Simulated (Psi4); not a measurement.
Cl₂Se, charge +1, doublet (typed; the unrestricted solution is spin-contaminated), at a GFN2-xTB geometry (a state made from the parent by changing its charge; the spin is typed, not shown lowest), with bond 2-1 at 2.0 times its length; BLYP/6-31G** (Psi4).

The Psi4 input:
```
memory 2 GB

molecule mol {
1 2
Se    0.001260    0.001146    0.645959
Cl    2.090065    2.528189   -1.946452
Cl   -1.048182   -1.266959   -0.641672
}

set {
  basis 6-31g**
  reference uks
  guess sadno
}

energy('blyp')
print_variables()
```

Task: What does Psi4 print? Leave out banner, timings and long lists.

Result: 
```
   => Loading Basis Set <=

    Name: 6-31G**
    Role: ORBITAL
    Keyword: BASIS

         ---------------------------------------------------------
                                   SCF
               by Justin Turney, Rob Parrish, Andy Simmonett
                          and Daniel G. A. Smith
                              UKS Reference
         ---------------------------------------------------------

  ==> Geometry <==

    Molecular point group: cs
    Full point group: Cs

    Geometry (in Angstrom), charge = 1, multiplicity = 2:

       Center              X                  Y                   Z               Mass
    ------------   -----------------  -----------------  -----------------  -----------------
         SE           0.380958040839    -0.905417411791     0.000000000000    79.916521800000
         CL          -2.897616606776     1.686993767943     0.000000000000    34.968852682000
         CL           2.026989198651     0.382213677481     0.000000000000    34.968852682000

  Running in cs symmetry.

  Rotational constants: A =      0.19028  B =      0.03178  C =      0.02723 [cm^-1]
  Rotational constants: A =   5704.57563  B =    952.77362  C =    816.41641 [MHz]
  Nuclear repulsion =  249.556138561325412

  Charge       = 1
  Multiplicity = 2
  Electrons    = 67
  Nalpha       = 34
  Nbeta        = 33

  ==> Algorithm <==

  SCF Algorithm Type is DF.
  DIIS enabled.
  MOM disabled.
  Fractional occupation disabled.
  Guess Type is SADNO.
  Energy threshold   = 1.00e-06
  Density threshold  = 1.00e-06
  Integral threshold = 1.00e-12

  ==> Primary Basis <==

  Basis Set: 6-31G**
    Blend: 6-31G**
    Number of shells: 28
    Number of basis functions: 73
    Number of Cartesian functions: 73
    Spherical Harmonics?: false
    Max angular momentum: 2

  ==> DFT Potential <==

   => LibXC <=

    Version 7.1.2
    S. Lehtola, C. Steigemann, M. J. T. Oliveira, and M. A. L. Marques,  SoftwareX 7, 1–5 (2018) (10.1016/j.softx.2017.11.002)

   => Composite Functional: BLYP <=

    BLYP GGA Exchange-Correlation Functional

    P.J. Stephens et. al., J. Phys. Chem., 98, 11623-11627, 1994
    B. Miehlich et. al., Chem. Phys. Lett., 157(3), 200-206 1989

    Deriv               =              1
    GGA                 =           TRUE
    Meta                =          FALSE

    Exchange Hybrid     =          FALSE
    MP2 Hybrid          =          FALSE

   => Exchange Functionals <=

    1.0000     XC_GGA_X_B88

   => Correlation Functionals <=

    1.0000     XC_GGA_C_LYP

   => LibXC Density Thresholds  <==

    XC_GGA_C_LYP:  1.00E-14
    XC_GGA_X_B88:  1.00E-15

   => Molecular Quadrature <=

    Radial Scheme          =       TREUTLER
    Pruning Scheme         =           NONE
    Nuclear Scheme         =       TREUTLER

    Blocking Scheme        =         OCTREE
    BS radius alpha        =              1
    Pruning alpha          =              1
    Radial Points          =             75
    Spherical Points       =            302
    Total Points           =          62815
    Total Blocks           =            560
    Max Points             =            256
    Max Functions          =             67
    Weights Tolerance      =       1.00E-15

   => Loading Basis Set <=

    Name: (6-31G** AUX)
    Role: JKFIT
    Keyword: DF_BASIS_SCF

  ==> Integral Setup <==

  SCF_SUBTYPE=INCORE selected. In-core MEM_DF algorithm will be used.
  Using in-core AOs.

  ==> MemDFJK: Density-Fitted J/K Matrices <==

    J tasked:                   Yes
    K tasked:                    No
    wK tasked:                   No
    Algorithm:                 Core
    Schwarz Cutoff:           1E-12
    Mask sparsity (%):      14.4492
    Fitting Condition:        1E-10

   => Auxiliary Basis Set <=

  Basis Set: (6-31G** AUX)
    Blend: CC-PVDZ-JKFIT
    Number of shells: 119
    Number of basis functions: 469
    Number of Cartesian functions: 469
    Spherical Harmonics?: false
    Max angular momentum: 3

[...]
   @DF-UKS iter  29: -3320.99012358090522   -2.13428e-03   5.88382e-03 DIIS/ADIIS
   @DF-UKS iter  30: -3320.99523256086968   -5.10898e-03   5.88681e-03 DIIS/ADIIS
   @DF-UKS iter  31: -3321.24758918096222   -2.52357e-01   1.18458e-03 DIIS/ADIIS
   @DF-UKS iter  32: -3321.24651837358851    1.07081e-03   1.01382e-03 DIIS/ADIIS
   @DF-UKS iter  33: -3321.24729406981578   -7.75696e-04   8.54261e-04 DIIS/ADIIS
   @DF-UKS iter  34: -3321.24731130838609   -1.72386e-05   8.43800e-04 DIIS/ADIIS
   @DF-UKS iter  35: -3321.24849381075774   -1.18250e-03   6.85146e-04 DIIS/ADIIS
   @DF-UKS iter  36: -3321.25071094262876   -2.21713e-03   3.35616e-04 DIIS/ADIIS
   @DF-UKS iter  37: -3321.25116686593810   -4.55923e-04   1.98804e-04 DIIS/ADIIS
   @DF-UKS iter  38: -3321.25132029217320   -1.53426e-04   1.13402e-04 DIIS/ADIIS
   @DF-UKS iter  39: -3321.25138039278590   -6.01006e-05   5.06354e-05 DIIS
   @DF-UKS iter  40: -3321.25139337084829   -1.29781e-05   4.14634e-06 DIIS
   @DF-UKS iter  41: -3321.25139339108682   -2.02385e-08   3.63477e-06 DIIS
   @DF-UKS iter  42: -3321.25139345648540   -6.53986e-08   1.07031e-06 DIIS
   @DF-UKS iter  43: -3321.25139346592687   -9.44146e-09   8.42517e-07 DIIS
  Energy and wave function converged.

  ==> Post-Iterations <==

   Electrons on quadrature grid:
      Nalpha   =   34.0000151195 ; deviation = 1.512e-05
      Nbeta    =   33.0000152742 ; deviation = 1.527e-05
      Ntotal   =   67.0000303938 ; deviation = 3.039e-05

   @Spin Contamination Metric:   1.003145424E+00
   @S^2 Expected:                7.500000000E-01
   @S^2 Observed:                1.753145424E+00
   @S   Expected:                5.000000000E-01
   @S   Observed:                5.000000000E-01

    Orbital Energies [Eh]
    ---------------------

    Alpha Occupied:

[...]
       9App   -0.439884

    Alpha Virtual:

[...]
    Beta Occupied:

[...]
    Beta Virtual:

[...]
      53Ap    88.800729

    Final Occupation by Irrep:
             Ap   App
    DOCC [    25,    8 ]
    SOCC [     0,    1 ]
    NA   [    25,    9 ]
    NB   [    25,    8 ]

  @DF-UKS Final Energy: -3321.25139346592687

   => Energetics <=

    Nuclear Repulsion Energy =            249.5561385613254117
    One-Electron Energy =               -5092.8521571209021204
    Two-Electron Energy =                1665.2487176643917337
    DFT Exchange-Correlation Energy =    -143.2040925707418637
    Empirical Dispersion Energy =           0.0000000000000000
    VV10 Nonlocal Energy =                  0.0000000000000000
    Total Energy =                      -3321.2513934659268671

  UHF NO Occupations:
  HONO-2 :   24 Ap 1.9993021
  HONO-1 :   25 Ap 1.0038333
  HONO-0 :    9App 1.0000000
  LUNO+0 :   26 Ap 0.9961667
  LUNO+1 :   27 Ap 0.0006979
  LUNO+2 :   28 Ap 0.0003256
  LUNO+3 :   29 Ap 0.0002040

Computation Completed

Properties will be evaluated at   0.000000,   0.000000,   0.000000 [a0]

Properties computed using the SCF density matrix

 Multipole Moments:

 ------------------------------------------------------------------------------------
     Multipole            Electronic (a.u.)      Nuclear  (a.u.)        Total (a.u.)
 ------------------------------------------------------------------------------------

 L = 1.  Multiply by 2.5417464519 to convert [e a0] to [Debye]
 Dipole X            :          4.0608864           -3.4923888            0.5684977
 Dipole Y            :         -8.7400863            8.3003094           -0.4397769
 Dipole Z            :          0.0000000            0.0000000            0.0000000
 Magnitude           :                                                    0.7187443

 ------------------------------------------------------------------------------------

  Variable Map:
  ----------------------------------------------------------------------------
[...]
  Array Variable Map:
  ----------------------------------------------------------------------------
[...]
[...]
```
